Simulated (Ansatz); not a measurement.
Computed with Ansatz on PBE0-D4/def2-TZVP structures; ΔE is electronic, products minus reactants. CBS: MP2 limit from def2 TZ/QZ plus the TZ coupled-cluster correction, frozen cores. This one scheme is used for every species. One conformer a species, not always the lowest.

Consider the ligand exchange at the Si–O bond: `O[SiH](O)[SiH3]` + `BO` → `BO[SiH](O)[SiH3]` + H₂O.

```csv
species,CCSD(T)/CBS(def2) energy (Eh)
`O[SiH](O)[SiH3]`,-732.20558
`BO`,-101.80414
`BO[SiH](O)[SiH3]`,-757.62946
H₂O,-76.37941
```

Question: Work out ΔE.

Answer: ΔE = (-757.62946) + (-76.37941) − (-732.20558) − (-101.80414) = 0.00085 Eh = +0.02 eV.

Largest T1 diagnostic among the species: 0.014.

The D4 term adds −0.07 eV with B3LYP and −0.04 eV with PBE0; it sums over pairs of atoms, weighted by their polarisabilities, and B3LYP, whose exchange is more repulsive, gets the larger term. From PBE to PBE0 (25 % exact exchange), in def2-TZVPP and without D4, ΔE moves by −0.04 eV.

B3LYP here is the variant with VWN-RPA as its local correlation; programs differ in this.
